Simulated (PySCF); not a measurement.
C3H6Cl (SMILES C[CH]CCl), doublet, at a GFN2-xTB geometry, atoms displaced at random by about 0.03 Å a coordinate. Base run: PBE/STO-3G, gradient in PySCF.

The PySCF input:
```python
from pyscf import gto, scf, dft

mol = gto.M(
    atom='''
C     0.778107   -0.044517   -0.909686
C     2.092597   -0.141628   -0.226940
C    -0.268691    0.759849   -0.473523
H     0.647960   -0.640511   -1.793652
H     2.070014   -1.133784    0.335536
Cl   -1.353220   -0.309787    0.715656
H     2.871909   -0.185977   -0.852257
H     2.180019    0.565693    0.562937
H     0.012868    1.587677    0.156013
H    -0.985358    1.027261   -1.257119
''',
    basis='sto-3g',
    charge=0,
    spin=1,
    verbose=3,
)

mf = dft.UKS(mol)
mf.xc = 'pbe'
mf.kernel()
g = mf.nuc_grad_method()
grad = g.kernel()
```

The coordinate followed is y of atom 8.

Each row names what was changed in the base input (with any setting that the change needs).

```tsv
change	dE/dx (Eh/bohr)	net force (Eh/bohr)
base	-0.030610	0.000060
grids.level = 5; grid_response = on	-0.030610	0.000000
finite difference step (bohr) = 1e-4; conv_tol = 1e-11	-0.030610	-
finite difference step (bohr) = 1e-3; conv_tol = 1e-11	-0.030610	-
finite difference step (bohr) = 0.2; conv_tol = 1e-11	-0.031931	-
finite difference step (bohr) = 0.05; conv_tol = 1e-11	-0.030694	-
grids.level = 1; grid_response = on	-0.030608	0.000000
grids.level = 1; grid_response = off	-0.030617	0.000208
grids.level = 5; grid_response = off	-0.030610	0.000003
finite difference step (bohr) = 1e-5; conv_tol = 1e-11	-0.030610	-
conv_tol = 1e-11	-0.030611	0.000060
density fitting = on; auxbasis_response = off	-0.030635	0.001115
```

The net force is zero for an exact gradient.

Open shells are given as the SCF converged; they aren't shown to be the lowest states, and a large step between rows can be another state.
